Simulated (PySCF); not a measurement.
**Telling isomers of C9H11OP apart by NMR**

Fast rotation and ring inversion assumed for equivalent nuclei, one computed conformer, no relativistic terms, gas phase. Shielding tensors at PBE0/pcSseg-1 (GIAO); geometry from GFN2-xTB; PySCF 2.14.0 with density-fitted response routines.

Shifts are taken against calculated references (same method and geometry level): TMS for 1H (31.72 ppm), 13C (186.93 ppm). Splittings of carbon signals by F and P are missing where no couplings were computed. Where no couplings were computed, multiplicities follow the n + 1 count of equivalent neighbours, and m marks all less simple cases (inequivalent or close neighbours, rings, F or P nearby). Shifts are as computed. Against solution values, carbons near 30 ppm lie about +3 ppm off and those near 130 ppm about +5 ppm. Of 1211 compounds with measured shifts, 218 miss one by over three times the rms of a fit or turn the order of signals round; such compounds aren't used in these exercises. OH and NH positions are gas-phase values without hydrogen bonding to other molecules.

(1) Tabulate the signals of `CO/C=P\c1ccccc1C`, `O=[P@H]1C[C@@H](c2ccccc2)C1`, `OCP1Cc2ccccc2C1`, `C=C[P@](C)(=O)c1ccccc1` and their relative energies.

(2) What is the quickest way to tell CO/C=P\c1ccccc1C from C=C[P@](C)(=O)c1ccccc1?

(3) What is the quickest way to tell O=[P@H]1C[C@@H](c2ccccc2)C1 from C=C[P@](C)(=O)c1ccccc1?

(4) What is the quickest way to tell OCP1Cc2ccccc2C1 from C=C[P@](C)(=O)c1ccccc1?

Results:

(1) 
```json
{"SMILES": "CO/C=P\\c1ccccc1C", "carbon types": "2×C 5×CH 2×CH3", "δC": "203.1, 146.1, 143.0, 142.1, 134.0, 133.9, 130.1, 60.9, 25.8", "δH": "8.08 (m, 1H), 7.70 (m, 1H), 7.46 (m, 1H), 7.46 (m, 1H), 7.37 (m, 1H), 3.72 (s, 3H), 2.57 (s, 3H)", "E rel. (kcal/mol)": "31.2"}
{"SMILES": "O=[P@H]1C[C@@H](c2ccccc2)C1", "carbon types": "1×C 6×CH 2×CH2", "δC": "153.0, 134.6, 132.5, 132.4, 50.8, 29.9", "δH": "7.69 (m, 2H), 7.65 (m, 2H), 7.59 (m, 1H), 7.58 (m, 1H), 2.99 (m, 2H), 2.71 (m, 2H), 2.61 (m, 1H)", "E rel. (kcal/mol)": "3.3"}
{"SMILES": "OCP1Cc2ccccc2C1", "carbon types": "2×C 4×CH 3×CH2", "δC": "146.8, 133.1, 132.1, 66.8, 35.0", "δH": "7.65 (m, 2H), 7.48 (m, 2H), 3.83 (m, 2H), 3.17 (m, 4H), -0.10 (br s, 1H)", "E rel. (kcal/mol)": "1.0"}
{"SMILES": "C=C[P@](C)(=O)c1ccccc1", "carbon types": "1×C 6×CH 1×CH2 1×CH3", "δC": "142.8, 142.2, 141.1, 136.5, 135.4, 133.7, 21.6", "δH": "7.99 (m, 2H), 7.75 (m, 1H), 7.75 (m, 2H), 6.91 (m, 1H), 6.58 (m, 1H), 6.51 (m, 1H), 1.56 (m, 3H)", "E rel. (kcal/mol)": "0.0"}
```

Energies are electronic energies at PBE0/pcSseg-1 on these geometries, without zero-point or thermal terms, each for the one conformer computed, which needn't be the lowest.

(2) Count the carbon signals: 9 against 7. The first has a carbon double-bonded to a heavier main-group atom (CH) at 203.1 ppm, the second a terminal =CH2 carbon at 141.1 ppm. Their most deshielded carbons lie at 203.1 and 142.8 ppm.

(3) Count the carbon signals: 6 against 7. The first has an sp3 CH2 bonded to P at 50.8 ppm, the second a terminal =CH2 carbon at 141.1 ppm. Their most deshielded carbons lie at 153.0 and 142.8 ppm.

(4) Count the carbon signals: 5 against 7. The first has an sp3 CH2 bonded to O and P at 66.8 ppm, the second a terminal =CH2 carbon at 141.1 ppm. Their most deshielded carbons lie at 146.8 and 142.8 ppm.
